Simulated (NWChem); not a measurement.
Species: MgGeH3F; SMILES [F][Mg][GeH3]

```xyz
6

Mg    -0.0093    -1.3345     0.0002
F      0.1257    -3.0931    -0.0002
Ge    -0.2037     1.2213     0.0009
H     -0.7365     1.7801     1.3397
H      1.1514     1.9228    -0.2442
H     -1.1602     1.7485    -1.0925
```
Atoms are numbered in this order, from 1.

Structure relaxed at the PBE0/def2-SVP level.

Question: List the 4 lowest vertical singlet excitations from B3LYP/def2-SVPD, TDA (NWChem).

Answer: 
```tsv
state	energy (eV)	oscillator strength	leading excitation (squared amplitude)
S1	5.51	0.495	HOMO → LUMO (0.95)
S2	5.74	0.160	HOMO → LUMO+1 (0.95)
S3	5.74	0.160	HOMO → LUMO+2 (0.95)
S4	6.82	0.022	HOMO−1 → LUMO (0.92)
```
